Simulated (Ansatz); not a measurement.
`[Cl][Al]([Cl])[GeH3]` + `N=C=O` → `O=C=[N][Al]([Cl])[Cl]` + GeH₄ at 700 K and 1 bar (cleavage of the Al–Ge bond).

Isolated molecules relaxed with PBE0-D4/def2-TZVP in Ansatz; ΔE leaves out vibrations. CBS: MP2 limit from def2 TZ/QZ plus the TZ coupled-cluster correction, frozen cores. This one scheme is used for every species. For Ge outer-core shells are correlated without core-valence functions, which leaves a few kJ/mol of doubt a bond. Scalar relativity is left out up to krypton. Each species was taken in one conformer, which may not be the lowest.

```json
{"species": "`[Cl][Al]([Cl])[GeH3]`", "CCSD(T)/CBS energy (Eh)": "-3239.63177", "H − E (kJ/mol)": "139.1", "S (J/(mol·K))": "483.8"}
{"species": "`N=C=O`", "CCSD(T)/CBS energy (Eh)": "-168.51995", "H − E (kJ/mol)": "89.3", "S (J/(mol·K))": "283.6"}
{"species": "`O=C=[N][Al]([Cl])[Cl]`", "CCSD(T)/CBS energy (Eh)": "-1329.69600", "H − E (kJ/mol)": "109.9", "S (J/(mol·K))": "462.2"}
{"species": "GeH₄", "CCSD(T)/CBS energy (Eh)": "-2078.49493", "H − E (kJ/mol)": "112.9", "S (J/(mol·K))": "267.3"}
```

H − E and S are ideal-gas, rigid-rotor, harmonic terms from PBE0-D4/def2-TZVP, for one conformer and one mirror image of each species. 1 Eh = 2625.50 kJ/mol, R = 8.31446 J/(mol·K).

Task: By hand: ΔE, ΔH, ΔS and ΔG.

Result: ΔE = (-1329.69600) + (-2078.49493) − (-3239.63177) − (-168.51995) = -0.03921 Eh = -102.9 kJ/mol. Δ(H − E) = 109.9 + 112.9 − 139.1 − 89.3 = -5.6, so ΔH = -108.5 kJ/mol. ΔS = 462.2 + 267.3 − 483.8 − 283.6 = -37.9 J/(mol·K). ΔG = -108.5 − 700 × (-37.9)/1000 = -82.0 kJ/mol.

Task: By hand: the equilibrium constant, and the temperature at which ΔG would vanish if ΔH and ΔS stayed fixed.

Result: log₁₀ K = −ΔG/(RT ln 10) = 6.1. ΔG = 0 at ΔH/ΔS = 2863 K, far beyond where these terms or the molecules hold.

ΔH outweighs TΔS. A doubt of 5 kJ/mol in ΔE shifts log₁₀ K by 0.4 here. Other conformers and mirror images would add mixing entropy, several J/(mol·K) or more a flexible species. Modes under 60 cm⁻¹, often nearly free rotors, make the harmonic entropy too high. These are equilibria of isolated gas molecules and say nothing of rates. Largest T1 diagnostic: 0.018 (customary marks: 0.02 for closed shells, 0.045 for open ones).
